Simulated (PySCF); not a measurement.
Give a PBE0-D3(BJ)/def2-SVP geometry of `C=N[SiH2]I`.

```
atom  x, y, z in Å
C1     1.5069   -0.1038    0.4715
N2     0.3482    0.2970    0.7766
Si3   -1.0835   -0.0676   -0.1592
I4    -1.8693    2.0179   -1.1609
H5     1.7467   -0.7258   -0.4184
H6     2.3726    0.1619    1.1059
H7    -0.8264   -1.0358   -1.2721
H8    -2.1405   -0.5635    0.7578
```

Any rigid rotation of these coordinates is as good. Atoms count from 1 in this order. Si3 (SiH2 silicon) is distorted tetrahedral (angles from 107.6° to 113.1°).

Bonds between heavy atoms (Å): C1=N2 1.264, N2–Si3 1.749, Si3–I4 2.443.

Computed, not measured: PBE0-D3(BJ)/def2-SVP geometry optimisation, gas phase, def2 core potentials past Kr in PySCF.

Point group: C1 (no symmetry element, even within 0.4 Å). Stationary, but not proved a minimum. The numbers are those of one conformer (C1–N2–Si3–I4 -112°).
